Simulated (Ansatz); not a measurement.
```yaml
crystal:
  periodic: [false, false, false]
  atoms:
    - {symbol: C, position_ang: [-2.702892, -2.786667, -0.377281]}
    - {symbol: Mg, position_ang: [-1.240834, -1.358710, -0.198922]}
    - {symbol: O, position_ang: [-1.325967, 0.644696, 0.005947]}
    - {symbol: C, position_ang: [-0.304225, 1.400837, 0.157699]}
    - {symbol: C, position_ang: [-0.758045, 2.844673, 0.161274]}
    - {symbol: F, position_ang: [-1.471160, 3.052042, 1.228968]}
    - {symbol: F, position_ang: [0.336743, 3.689524, 0.279589]}
    - {symbol: F, position_ang: [-1.413665, 3.303729, -0.863590]}
    - {symbol: C, position_ang: [1.023381, 1.059307, 0.148825]}
    - {symbol: C, position_ang: [1.375779, -0.230899, 0.114683]}
    - {symbol: C, position_ang: [2.984172, -0.659004, 0.072617]}
    - {symbol: F, position_ang: [3.294371, -1.253070, -1.036505]}
    - {symbol: F, position_ang: [3.174266, -1.433564, 1.168992]}
    - {symbol: F, position_ang: [3.641566, 0.507198, 0.202420]}
    - {symbol: O, position_ang: [0.700446, -1.273534, -0.069314]}
    - {symbol: H, position_ang: [-3.637625, -2.405390, -0.781125]}
    - {symbol: H, position_ang: [-3.060156, -3.207873, 0.638316]}
    - {symbol: H, position_ang: [-2.394325, -3.656764, -0.987724]}
    - {symbol: H, position_ang: [1.789497, 1.800361, 0.246740]}
basis:
  gaussian: {orbitals: "6-31++G**", final_grid: {core_spheres: 1, valence_spheres: 1, degree: 5}}
hamiltonian: {xc: {name: r2SCAN}}
```

```sh
$ ansatz run in.yaml --threads 11 --pin off --events-out ev --progress --plain --max-ram 174080MiB --backend cuda --devices 0, --max-vram 75GiB
```

Shortened log:

```
Functional definition: r2SCAN
2834 factors; their error is unknown
mean field evaluation 1: about -32095.2362 eV, gradient 1.0e2 eV
mean field evaluation 2: about -32068.4294 eV, gradient 1.4e2 eV
mean field evaluation 4: about -32115.6302 eV, gradient 1.8e1 eV
mean field evaluation 8: about -32116.3579 eV, gradient 3.7e-1 eV
mean field evaluation 16: about -32032.2877 eV, gradient 6.5e-1 eV
mean field -32032.28927672 eV, -1177.1649186539 hartree, gradient 6.6e-5 eV, S^2 0.000000; 0 other end points of the search recorded, 0 dependent functions left out
reference -32032.28929753 eV, -1177.1649194186 hartree; 61, 61 occupied and 252, 252 virtual orbitals, 2834 factors
Total energy: -32032.28929753 eV, -1177.1649194186 hartree
```

Question: Something in this input is off. What?

Answer: The integration grid is far too coarse. The calculation finished and met its thresholds. The result belongs to that input, not to the molecule as meant.
